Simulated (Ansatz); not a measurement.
Species: CH6O3Si (charge 0, singlet). 
Geometry from a B3LYP-D3(BJ)/def2-TZVP (Ansatz, a first-principles code) optimisation:
```xyz
11

C      1.8066    -0.0799    -0.2468
Si    -0.0245    -0.0058     0.0132
O     -0.7691     1.0303    -1.0365
O     -0.7662    -1.4466    -0.2584
O     -0.2323     0.4273     1.5834
H      2.2786     0.8760    -0.0103
H      2.2529    -0.8393     0.3974
H      2.0414    -0.3297    -1.2828
H     -0.5156     1.9560    -1.0218
H     -1.3013    -1.5139    -1.0530
H     -1.1104     0.3239     1.9597
```
Charge 0, spin multiplicity 1.

Wanted: atomisation energy (electronic, to ground-state atoms), in kJ/mol. Valence correlation only, unless marked. UHF or UKS for open shells. No spin-orbit coupling. Non-relativistic. The coupled-cluster limit lacks core correlation, which all-electron functionals hold. Basis-set limits of correlation are two-point, X^-3; Hartree-Fock from the larger set.

```csv
level,program,atomisation energy (kJ/mol)
r2SCAN/def2-TZVPD,Ansatz,4416.0
PBE0-D3(BJ)/def2-TZVPD,Ansatz + dftd3,…
BHLYP/def2-TZVPD,Ansatz,…
"CCSD(T)/CBS(aug-cc-pV(T+d)Z,aug-cc-pV(Q+d)Z)",Ansatz,4455.2
```

Problem. Complete the blanks.

Solution. 
- PBE0-D3(BJ)/def2-TZVPD, atomisation energy (kJ/mol): 4374.9
- BHLYP/def2-TZVPD, atomisation energy (kJ/mol): 4229.2
